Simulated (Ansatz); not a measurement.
All values below come from B3LYP-D3(BJ)/def2-TZVP in Ansatz (a quantum-chemistry and plane-wave program). No frequencies were computed at this level.

Ansatz 0.2 input:
```yaml
crystal:
  periodic: [false, false, false]
  atoms:
    - { symbol: C, position_ang: [-0.78725, 1.860826, 0.35174] }
    - { symbol: Ga, position_ang: [-0.005191, 0.003173, 0.000754] }
    - { symbol: C, position_ang: [2.022625, -0.250439, -0.101842] }
    - { symbol: C, position_ang: [-1.242661, -1.60762, -0.246446] }
    - { symbol: H, position_ang: [-0.236876, 2.63185, -0.194637] }
    - { symbol: H, position_ang: [-0.729417, 2.113617, 1.414848] }
    - { symbol: H, position_ang: [-1.838256, 1.916555, 0.055485] }
    - { symbol: H, position_ang: [2.335315, -0.476514, -1.125564] }
    - { symbol: H, position_ang: [2.557812, 0.647581, 0.21879] }
    - { symbol: H, position_ang: [2.351799, -1.083622, 0.525856] }
    - { symbol: H, position_ang: [-0.779887, -2.528685, 0.118728] }
    - { symbol: H, position_ang: [-1.47619, -1.758107, -1.304815] }
    - { symbol: H, position_ang: [-2.190866, -1.469116, 0.280412] }
basis:
  gaussian: { orbitals: def2-tzvp }
hamiltonian:
  xc: b3lyp
  dispersion: d3bj
relax:
  max_steps: 150
```

Output:

```
Functional definition: B3LYP
1339 factors; their error is unknown
mean field evaluation 1: about -55619.5471 eV, gradient 9.6e1 eV
mean field evaluation 2: about -55607.5675 eV, gradient 1.1e2 eV
mean field evaluation 4: about -55638.9260 eV, gradient 6.4e0 eV
mean field evaluation 8: about -55638.9743 eV, gradient 1.0e-1 eV
mean field evaluation 16: about -55639.1024 eV, gradient 1.8e-4 eV
mean field -55639.10238880 eV, -2044.6992992502 hartree, gradient 2.9e-5 eV, S^2 0.000000; 0 other end points of the search recorded, 0 dependent functions left out
reference -55639.10270024 eV, -2044.6993106953 hartree; 29, 29 occupied and 166, 166 virtual orbitals, 1339 factors
relax step   1: F+E_penalty+E_count = -55639.46862592 eV  Δ(F+E_penalty+E_count) = +0.000e0 eV  max|allowed force component| = 4.266e-1 eV/Å  Δτ_max = 0.0000 Å  (28 SCF iters, accepted)
these checks for a lower state are left out or cut short: starts, cluster_reference, orbital_swaps, neighbouring_geometries, increment
1339 factors; their error is unknown
mean field -55639.16026001 eV, -2044.7014259780 hartree, gradient 1.8e-5 eV, S^2 0.000000; 0 other end points of the search recorded, 0 dependent functions left out
reference -55639.16056875 eV, -2044.7014373239 hartree; 29, 29 occupied and 166, 166 virtual orbitals, 1339 factors
relax step   2: F+E_penalty+E_count = -55639.53396588 eV  Δ(F+E_penalty+E_count) = -6.534e-2 eV  max|allowed force component| = 2.024e-1 eV/Å  Δτ_max = 0.0693 Å  (29 SCF iters, accepted)
these checks for a lower state are left out or cut short: starts, cluster_reference, orbital_swaps, neighbouring_geometries, increment
1339 factors; their error is unknown
mean field evaluation 32: about -55639.1635 eV, gradient 1.5e-5 eV
mean field -55639.16354629 eV, -2044.7015467466 hartree, gradient 1.5e-5 eV, S^2 0.000000; 0 other end points of the search recorded, 0 dependent functions left out
reference -55639.16385425 eV, -2044.7015580639 hartree; 29, 29 occupied and 166, 166 virtual orbitals, 1339 factors
relax step   3: F+E_penalty+E_count = -55639.53925102 eV  Δ(F+E_penalty+E_count) = -5.285e-3 eV  max|allowed force component| = 4.227e-2 eV/Å  Δτ_max = 0.0200 Å  (30 SCF iters, accepted)
these checks for a lower state are left out or cut short: starts, cluster_reference, orbital_swaps, neighbouring_geometries, increment
1339 factors; their error is unknown
mean field -55639.16383142 eV, -2044.7015572248 hartree, gradient 1.5e-5 eV, S^2 0.000000; 0 other end points of the search recorded, 0 dependent functions left out
reference -55639.16413942 eV, -2044.7015685438 hartree; 29, 29 occupied and 166, 166 virtual orbitals, 1339 factors
relax step   4: F+E_penalty+E_count = -55639.53948945 eV  Δ(F+E_penalty+E_count) = -2.384e-4 eV  max|allowed force component| = 1.046e-2 eV/Å  Δτ_max = 0.0061 Å  (31 SCF iters, accepted)
these checks for a lower state are left out or cut short: starts, cluster_reference, orbital_swaps, neighbouring_geometries, increment
1339 factors; their error is unknown
mean field -55639.16393229 eV, -2044.7015609318 hartree, gradient 1.5e-5 eV, S^2 0.000000; 0 other end points of the search recorded, 0 dependent functions left out
reference -55639.16424027 eV, -2044.7015722499 hartree; 29, 29 occupied and 166, 166 virtual orbitals, 1339 factors
relax step   5: F+E_penalty+E_count = -55639.53952971 eV  Δ(F+E_penalty+E_count) = -4.026e-5 eV  max|allowed force component| = 5.972e-3 eV/Å  Δτ_max = 0.0093 Å  (29 SCF iters, accepted)
these checks for a lower state are left out or cut short: starts, cluster_reference, orbital_swaps, neighbouring_geometries, increment
1339 factors; their error is unknown
mean field -55639.16400009 eV, -2044.7015634235 hartree, gradient 1.5e-5 eV, S^2 0.000000; 0 other end points of the search recorded, 0 dependent functions left out
reference -55639.16430801 eV, -2044.7015747392 hartree; 29, 29 occupied and 166, 166 virtual orbitals, 1339 factors
relax step   6: F+E_penalty+E_count = -55639.53956215 eV  Δ(F+E_penalty+E_count) = -3.244e-5 eV  max|allowed force component| = 7.607e-3 eV/Å  Δτ_max = 0.0128 Å  (30 SCF iters, accepted)
these checks for a lower state are left out or cut short: starts, cluster_reference, orbital_swaps, neighbouring_geometries, increment
1339 factors; their error is unknown
mean field -55639.16407300 eV, -2044.7015661028 hartree, gradient 1.5e-5 eV, S^2 0.000000; 0 other end points of the search recorded, 0 dependent functions left out
reference -55639.16438073 eV, -2044.7015774116 hartree; 29, 29 occupied and 166, 166 virtual orbitals, 1339 factors
relax step   7: F+E_penalty+E_count = -55639.53959155 eV  Δ(F+E_penalty+E_count) = -2.939e-5 eV  max|allowed force component| = 3.816e-2 eV/Å  Δτ_max = 0.0352 Å  (29 SCF iters, accepted)
these checks for a lower state are left out or cut short: starts, cluster_reference, orbital_swaps, neighbouring_geometries, increment
1339 factors; their error is unknown
mean field evaluation 64: about -55639.1641 eV, gradient 1.4e-4 eV
mean field -55639.16407508 eV, -2044.7015661791 hartree, gradient 1.5e-5 eV, S^2 0.000000; 0 other end points of the search recorded, 0 dependent functions left out
reference -55639.16438273 eV, -2044.7015774850 hartree; 29, 29 occupied and 166, 166 virtual orbitals, 1339 factors
relax step   8: F+E_penalty+E_count = -55639.53963602 eV  Δ(F+E_penalty+E_count) = -4.448e-5 eV  max|allowed force component| = 2.558e-2 eV/Å  Δτ_max = 0.0025 Å  (31 SCF iters, accepted)
these checks for a lower state are left out or cut short: starts, cluster_reference, orbital_swaps, neighbouring_geometries, increment
1339 factors; their error is unknown
mean field -55639.16409868 eV, -2044.7015670463 hartree, gradient 1.5e-5 eV, S^2 0.000000; 0 other end points of the search recorded, 0 dependent functions left out
reference -55639.16440622 eV, -2044.7015783486 hartree; 29, 29 occupied and 166, 166 virtual orbitals, 1339 factors
relax step   9: F+E_penalty+E_count = -55639.53969050 eV  Δ(F+E_penalty+E_count) = -5.448e-5 eV  max|allowed force component| = 7.418e-4 eV/Å  Δτ_max = 0.0092 Å  (29 SCF iters, accepted)
these checks for a lower state are left out or cut short: starts, cluster_reference, orbital_swaps, neighbouring_geometries, increment
1339 factors; their error is unknown
mean field -55639.16416348 eV, -2044.7015694278 hartree, gradient 1.5e-5 eV, S^2 0.000000; 0 other end points of the search recorded, 0 dependent functions left out
reference -55639.16447082 eV, -2044.7015807225 hartree; 29, 29 occupied and 166, 166 virtual orbitals, 1339 factors
relax step  10: F+E_penalty+E_count = -55639.53976577 eV  Δ(F+E_penalty+E_count) = -7.526e-5 eV  max|allowed force component| = 7.485e-3 eV/Å  Δτ_max = 0.0320 Å  (29 SCF iters, accepted)
1339 factors; their error is unknown
mean field evaluation 96: about -55639.0356 eV, gradient 1.3e-1 eV
mean field -55639.16416348 eV, -2044.7015694278 hartree, gradient 1.5e-5 eV, S^2 0.000000; 1 other end points of the search recorded, 0 dependent functions left out
reference -55639.16447082 eV, -2044.7015807225 hartree; 29, 29 occupied and 166, 166 virtual orbitals, 1339 factors
Total energy: -55639.54007311 eV, -2044.7153838520 hartree
Atom 0 at    -0.774018     1.811373     0.319127 Å, force     0.000927    -0.003564    -0.001548 eV/Å
Atom 1 at    -0.003176     0.004593     0.009990 Å, force     0.000790     0.000706    -0.002094 eV/Å
Atom 2 at     1.968599    -0.241294    -0.078017 Å, force    -0.001683     0.001335     0.001991 eV/Å
Atom 3 at    -1.201007    -1.564654    -0.231941 Å, force    -0.004121    -0.001785    -0.000521 eV/Å
Atom 4 at    -0.210794     2.580032    -0.213147 Å, force     0.000827     0.001191    -0.000786 eV/Å
Atom 5 at    -0.712622     2.049131     1.385494 Å, force    -0.000352     0.001651     0.002720 eV/Å
Atom 6 at    -1.822254     1.870870     0.025072 Å, force    -0.001634     0.000452    -0.000156 eV/Å
Atom 7 at     2.259593    -0.505946    -1.098644 Å, force     0.000235    -0.000628    -0.001005 eV/Å
Atom 8 at     2.514862     0.657656     0.207973 Å, force     0.001130     0.000156    -0.000103 eV/Å
Atom 9 at     2.284896    -1.065257     0.565447 Å, force     0.000937    -0.000660     0.000509 eV/Å
Atom 10 at    -0.707681    -2.503157     0.024068 Å, force    -0.003697     0.003882    -0.002246 eV/Å
Atom 11 at    -1.502728    -1.625749    -1.282429 Å, force     0.000784     0.000193     0.007485 eV/Å
Atom 12 at    -2.112715    -1.468100     0.360316 Å, force     0.005858    -0.002931    -0.004248 eV/Å
Dipole moment:     0.000078    -0.000070    -0.001148 e Å
```

Cost: very roughly 110 core-seconds.
